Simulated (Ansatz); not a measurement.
`C[S][Mg][Cl]` + CH₃OH → `C[O][Mg][Cl]` + CH₃SH at 700 K and 1 bar (ligand exchange at a Mg–S bond).

Computed with Ansatz on PBE0-D4/def2-TZVP structures; ΔE is electronic, products minus reactants. CBS: MP2 limit from def2 TZ/QZ plus the TZ coupled-cluster correction, frozen cores. This one scheme is used for every species. For Mg outer-core shells are correlated without core-valence functions, which leaves a few kJ/mol of doubt a bond. One conformer a species, not always the lowest.

```tsv
species	CCSD(T)/CBS energy (Eh)	H − E (kJ/mol)	S (J/(mol·K))
`C[S][Mg][Cl]`	-1097.42002	166.1	435.3
CH₃OH	-115.61712	170.8	288.5
`C[O][Mg][Cl]`	-774.81100	169.0	402.5
CH₃SH	-438.22835	160.2	309.0
```

H − E and S are ideal-gas, rigid-rotor, harmonic terms from PBE0-D4/def2-TZVP, for one conformer and one mirror image of each species. 1 Eh = 2625.50 kJ/mol, R = 8.31446 J/(mol·K).

Task: By hand: ΔE, ΔH, ΔS and ΔG.

Result: ΔE = (-774.81100) + (-438.22835) − (-1097.42002) − (-115.61712) = -0.00221 Eh = -5.8 kJ/mol. Δ(H − E) = 169.0 + 160.2 − 166.1 − 170.8 = -7.7, so ΔH = -13.5 kJ/mol. ΔS = 402.5 + 309.0 − 435.3 − 288.5 = -12.3 J/(mol·K). ΔG = -13.5 − 700 × (-12.3)/1000 = -4.9 kJ/mol.

Task: By hand: the equilibrium constant, and the temperature at which ΔG would vanish if ΔH and ΔS stayed fixed.

Result: log₁₀ K = −ΔG/(RT ln 10) = 0.4. ΔG = 0 at ΔH/ΔS = 1098 K, though so small a ΔS makes that figure unsure.

TΔS isn't small against ΔH here. The sign of ΔG lies within the doubt. A doubt of 5 kJ/mol in ΔE shifts log₁₀ K by 0.4 here. Other conformers and mirror images would add mixing entropy, several J/(mol·K) or more a flexible species. These are equilibria of isolated gas molecules and say nothing of rates. Largest T1 diagnostic: 0.010 (customary marks: 0.02 for closed shells, 0.045 for open ones).
